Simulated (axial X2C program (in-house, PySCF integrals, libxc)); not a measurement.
# Curves of RuNC⁺ from open-shell CI on d6 s0 p(π)0

Calculated with an in-house all-electron X2C program for linear molecules (integrals from PySCF): two-component X2C with atomic mean-field Coulomb and Gaunt terms, basis Ru dyall-v3z, N dyall-v3z, C dyall-v3z (cores contracted in-house). Orbitals come from Hartree–Fock averaged over the configuration Ru d6 s0 p(π)0; CI then distributes these electrons over the d, s, p(π) shells of Ru. The speed of light was multiplied by 100, so these are model numbers.

Scan along the Ru–N bond with NC moving as one mass, its bond held at 1.170 Å; masses Ru 101.904 u, N 14.003 u, C 12.000 u. Energies in cm⁻¹ from the lowest point; levels are followed by energy order within each Ω. Lowest level at 1.987 Å: 100% d6.

```csv
R (Å),(1)Ω=4,(1)Ω=3,(1)Ω=2,(1)Ω=1,(1)Ω=0
1.848,1989,1989,1989,1990,1990
1.917,461,461,461,462,462
1.987,0,0,0,0,0
2.066,475,475,475,475,475
2.146,1742,1742,1742,1742,1742
2.235,3797,3797,3797,3797,3797
2.345,6934,6934,6934,6934,6934
```

Task: Fit the curves (1)Ω=4, (1)Ω=3, (1)Ω=2, (1)Ω=1, (1)Ω=0 near their minima.

Result: From the open-shell CI curves, Te from the lowest:

```tsv
level	Te (cm⁻¹)	Re (Å)	ωe (cm⁻¹)
(1)Ω=4	0	1.987	525.9
(1)Ω=3	0	1.987	525.9
(1)Ω=2	0	1.987	525.9
(1)Ω=1	0	1.987	525.9
(1)Ω=0	0	1.987	525.9
```

Without dynamic correlation distances can be off by several hundredths of an Å (long for ionic bonds, short for multiple bonds) and the wavenumbers are rough.

The 5 lowest curves are shown; the next is (2)Ω=0, from 0 cm⁻¹.

There is no dynamic correlation: spin–orbit spacings and, for f shells, spacings inside one term are the most reliable numbers, splittings between terms come out too wide, and energies between configurations are not reliable, so the lowest level need not be the ground state of the molecule. For d shells the ligand-field splittings (σ, π, δ) and their order can be off by a thousand cm⁻¹ or more. At most 4 roots were kept for each Ω > 0 (twice that for Ω = 0) within 3.2 eV of the lowest, so higher up levels can be missing between those listed; levels with Ω > 0 are doubly degenerate and listed once, Ω = 0 levels singly. Some active spinors are only partly of the character that their shell is named for, so the shell names and counts are nominal. States that fill the shells left empty in the average are placed too high. The molecule was held linear; bending was not examined.
